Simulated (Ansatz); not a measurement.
Relaxation of C3H7NOSi (13 atoms, charge 0, multiplicity 1), to a largest force component of 0.02 eV/Å in at most 50 steps.

The calculation used RKS PBE-D4/6-31G* (Ansatz 0.2.0).

```xyz
13
Properties=species:S:1:pos:R:3:forces:R:3
C -1.413 -2.177 0.758 -2.01 2.52 -0.04
O -0.108 -1.756 0.500 1.49 -0.92 -0.40
C 0.050 -0.440 0.419 1.26 -5.22 -0.03
N -0.626 0.558 0.528 -2.84 3.57 0.60
Si 1.218 0.811 0.188 0.73 2.63 0.88
C 1.163 1.859 -1.324 -0.58 0.87 -0.23
H -1.477 -3.222 0.793 0.23 -1.93 0.06
H -1.766 -1.718 1.700 -0.06 -0.24 0.15
H -2.105 -1.776 -0.026 0.19 -0.32 0.18
H 1.661 1.597 1.416 0.29 -0.38 -0.33
H 2.131 2.287 -1.512 0.82 0.55 -0.36
H 0.898 1.254 -2.178 -0.19 -0.42 -0.69
H 0.394 2.689 -1.248 0.67 -0.72 0.20
```

Where does it end, and by what steps?

It converged. After 12 steps the energy has fallen by 0.864 eV; H13 moved furthest, 0.62 Å.

```tsv
step	energy less start (eV)	largest force component (eV/Å)	accepted
0	0.0000	5.225	yes
1	-0.6166	1.966	yes
2	-0.7672	0.771	yes
3	-0.6004	3.046	no
4	-0.8135	1.135	yes
5	-0.8547	0.241	yes
6	-0.8588	0.116	yes
7	-0.8618	0.026	yes
8	-0.8566	0.469	no
9	-0.8624	0.078	yes
10	-0.8634	0.034	yes
11	-0.8636	0.031	yes
12	-0.8637	0.017	yes
```

```xyz
13
Properties=species:S:1:pos:R:3
C -1.432 -2.241 0.775
O -0.077 -1.807 0.475
C 0.054 -0.477 0.453
N -0.811 0.477 0.643
Si 0.861 1.113 0.269
C 1.211 1.937 -1.382
H -1.397 -3.338 0.761
H -1.741 -1.871 1.767
H -2.133 -1.860 0.016
H 1.639 1.701 1.406
H 2.286 1.893 -1.628
H 0.647 1.437 -2.186
H 0.914 3.001 -1.355
```

The run took 24 s on 2 threads of Intel(R) Xeon(R) Platinum 8488C (Sapphire Rapids) (shared host), peak memory 0.17 GiB.
